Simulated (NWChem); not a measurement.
System: MgGeNH₅; SMILES [GeH3][Mg][NH2]

```xyz
8

Mg     0.0000    -1.3190    -0.0009
N      0.0000    -3.2227    -0.0010
H      0.8226    -3.8343     0.0073
H     -0.8218    -3.8354     0.0071
Ge     0.0001     1.2620    -0.0003
H     -1.3674     1.8857     0.4220
H      1.0431     1.8867     0.9788
H      0.3200     1.9005    -1.3877
```
Atoms are numbered in this order, from 1.

All runs: NWChem. All runs use the structure optimised with PBE-D3(BJ)/def2-SVP. Ions are spin-unrestricted doublets at the neutral geometry; other ion states weren't tried.

For level PBE/def2-SVPD:

−ε(HOMO) (eV): 5.08

Estimate the same quantities for level B3LYP/def2-SVPD.


| Quantity | Result |
|---|---|
| −ε(HOMO) (eV) | 6.18 |
